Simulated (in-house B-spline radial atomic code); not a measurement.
Values are calculated unless marked as measured or tabulated.
**Stopping and range of 200 keV Ni in Ge**

The pair potential comes from two frozen, spherical free-atom densities (PBE, B-spline radial code, scalar-relativistic past argon): electrostatics plus the change in Thomas-Fermi kinetic and Dirac exchange energy where they overlap, the recipe behind the universal ZBL potential, which averages such potentials (from solid-state densities) over many pairs. It is written V = (Z1 Z2 e²/r) φ(r/a), with e² = 14.3996 eV·Å and a = 0.46850 Å/(Z1^0.23 + Z2^0.23); ZBL's fit is φ = 0.18175 e^(−3.1998x) + 0.50986 e^(−0.94229x) + 0.28022 e^(−0.4029x) + 0.02817 e^(−0.20162x). Where φ falls below 4e-4 it is continued as an exponential.

The target is taken as amorphous, with density 5.3234 g/cm³ (NSM archive of the Ioffe Institute); channelling is ignored. Masses: Ni 58.69, Ge 72.63 u. Nuclear stopping is S_n = 4π a Z1 Z2 e² M1/(M1 + M2) × s_n(ε), with s_n integrated over impact parameters for each pair. Electronic stopping is Lindhard and Scharff's S_e = Z1^(1/6) 8π e² a0 Z1 Z2/(Z1^(2/3) + Z2^(2/3))^(3/2) × v/v0, with a0 = 0.529177 Å and v = v0 at 24.801 keV/u; it misses the oscillations with Z1 seen in experiment, which reach tens of per cent. Compounds add by atom fraction.

| target atom | a (Å) | ε at this energy | s_n, this pair | s_n, ZBL potential |
| --- | --- | --- | --- | --- |
| Ge | 0.10718 | 0.9189 | 0.3309 | 0.317 |

Task: What are the atom density and the stopping powers at entry?

Result: N = 5.3234 × 0.602214/72.63 = 0.04414 atoms/Å³. For Ge: S_n = 7766 × 0.3309 = 2570 eV·Å², S_e = 2.9230 × √200000 = 1307 eV·Å². Averaged over the target's atoms and times N × 10 Å/nm, the ion loses N S_n = 1130 eV/nm to recoils and N S_e = 577 eV/nm to electrons; the nuclear share is 66 %.

Along the track:

| E (keV) | N S_n (eV/nm) | N S_e (eV/nm) |
| --- | --- | --- |
| 10 | 957 | 129 |
| 30 | 1200 | 223 |
| 60 | 1260 | 316 |
| 100 | 1240 | 408 |
| 150 | 1190 | 500 |
| 200 | 1130 | 577 |

Task: Estimate the path length and the projected range.

Result: With continuous slowing down the path is the integral of dE/(N (S_n + S_e)). Trapezoids over the table give 120 nm, and the stretch below the first row, with stopping taken as √E, adds 2E/(N S) = 18 nm: 139 nm in all, against 135 nm on a fine grid from 5 eV. Deflections shorten the depth: to first order in the energy passed on, N (S_n + S_e) dR_p/dE = 1 − N S_n (M2/M1) R_p/(2E), summed over the target's atoms, and integrating this on the fine grid gives R_p = 85 nm, 0.63 of the path. Lindhard's rule of thumb R/(1 + M2/3M1), with mean M2/M1 = 1.24, gives 95.4 nm. On the ZBL potential the same equation gives 88.2 nm, and the full integral equation, which keeps hard collisions, 94.7 nm.
